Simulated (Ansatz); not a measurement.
Basis sets compared for WS₂F₂. Charge 0, multiplicity 1. Geometry PBE-D4/def2-SVP. Ansatz on 4 threads of Arm Neoverse N1 on a shared host; times are rough, and most runs start from earlier orbitals.

Cartesian coordinates in Å:
```
W 0.1141 0.0322 -0.0194
S -1.0329 -1.3561 -1.1749
S -1.1612 0.7372 1.5474
F 0.5459 1.4812 -1.1132
F 1.5341 -0.8944 0.7601
```

In the def2 sets W takes a core potential; there is no spin–orbit coupling.

```
              level  functions  energy (Eh)  HOMO (eV)  LUMO (eV)  wall time
    PBE-D4/def2-SVP         96   -1062.5066      -6.69      -4.04      1.5 s
   PBE-D4/def2-TZVP        176   -1063.0444      -6.70      -4.08      2.7 s
r2SCAN-D4/def2-TZVP        176   -1063.4189      -6.99      -4.10      7.5 s
   PBE0-D4/def2-SVP         96   -1062.4825      -7.87      -3.48      2.1 s
  PBE0-D4/def2-TZVP        176   -1063.0221      -7.82      -3.44      4.2 s
```

Problem. Estimate the rows for PBE-D4/def2-TZVPD, r2SCAN-D4/def2-TZVPD, PBE0-D4/def2-TZVPD.

Solution. 
| level | functions | energy (Eh) | HOMO (eV) | LUMO (eV) | wall time |
| --- | --- | --- | --- | --- | --- |
| PBE-D4/def2-TZVPD | 215 | -1063.0473 | -6.73 | -4.11 | 4.4 s |
| r2SCAN-D4/def2-TZVPD | 215 | -1063.4217 | -6.99 | -4.10 | 9.5 s |
| PBE0-D4/def2-TZVPD | 215 | -1063.0249 | -7.83 | -3.46 | 6 s |
